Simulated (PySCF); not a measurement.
## How methods differ on the ionisation energy of Pd

Pd [Kr] 4d10 (1S) → Pd⁺ [Kr] 4d9 (2D), as a difference of total energies. Calculation: PySCF 2.14, in ANO-RCC-VTZP (7s6p4d2f1g, 68 functions); the spin-free X2C one-electron Hamiltonian (Gaussian nucleus). Correlated levels: valence: [Kr] frozen. The calculations carry no spin-orbit coupling.

```csv
method,ionisation energy (eV),error (eV)
UHF,6.289,-2.223
MP2 (valence),8.716,+0.204
SCS-MP2 (valence),8.461,-0.051
CCSD (valence),8.113,-0.399
CCSD(T) (valence),8.313,-0.199
```

Reference: 8.512 eV (measured; NIST levels, between the centres of gravity of the two terms).

Errors of the correlated levels include the incompleteness of this basis and the frozen core.
